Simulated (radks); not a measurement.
Numerical settings for the sulfur ion S+, [Ne] 3s2 3p3. Method: scalar-relativistic Kohn-Sham, PBE, spin-polarised, spherical densities, finite nucleus; open shells are filled with parallel spins first; Fermi nuclear charge, rms radius 3.2611 fm; computed with a radial shooting solver on a logarithmic mesh with Libxc functionals. The defaults (mesh step 0.008 in ln r, mesh end at 40 bohr or more with all orbitals vanishing there, Anderson mixing 0.5 over 9 steps, residual threshold near 1e-9 with the energy settled to 1e-9 hartree or 1e-11 of itself, here a cap of 69 iterations) give E = -398.7008 hartree and 3p at -17.909 eV in 16 iterations. Run on one thread of a shared host, so times are rough (Arm Neoverse N1): 0.16 s of CPU time, 0.16 s wall, 16 iterations on 2189 mesh points. Changes against that run (0 stands for a change within the tolerance of the run):

| setting | iterations | converged | E (mhartree) | e(3p) (meV) | CPU (s) |
|---|---|---|---|---|---|
| mesh step in ln r 0.005 | 22 | yes | 0 | 0 | 0.3 |
| mesh step in ln r 0.05 | 13 | yes | -0.000833 | -0.00536 | 0.04 |
| mesh step in ln r 0.012 | 16 | yes | 0 | 0 | 0.11 |
| mesh end (bohr) 5 | 16 | yes | +13.4 | +414 | 0.14 |
| mesh end (bohr) 400 | 18 | yes | 0 | 0 | 0.18 |
| residual threshold 0.01 | 7 | yes | -0.000113 | -3.3 | 0.09 |
| residual threshold 1e-16 | 69 | no | 0 | 0 | 0.41 |
| mixing 0.01 | 31 | yes | 0 | 0 | 0.26 |
| linear mixing, mixing 0.05 | 69 | no | +0.0946 | -143 | 0.57 |
| linear mixing, mixing 0.8 | 30 | no | diverged | - | 0.25 |
| mixing history 3 | 23 | yes | 0 | 0 | 0.2 |
| iteration cap 3 | 3 | no | +1.33 | -345 | 0.04 |

Settings that end as converged yet miss the energy by more than 1 mhartree: mesh end (bohr) 5 (+0.0134 hartree). A mesh that ends early acts as a hard wall.
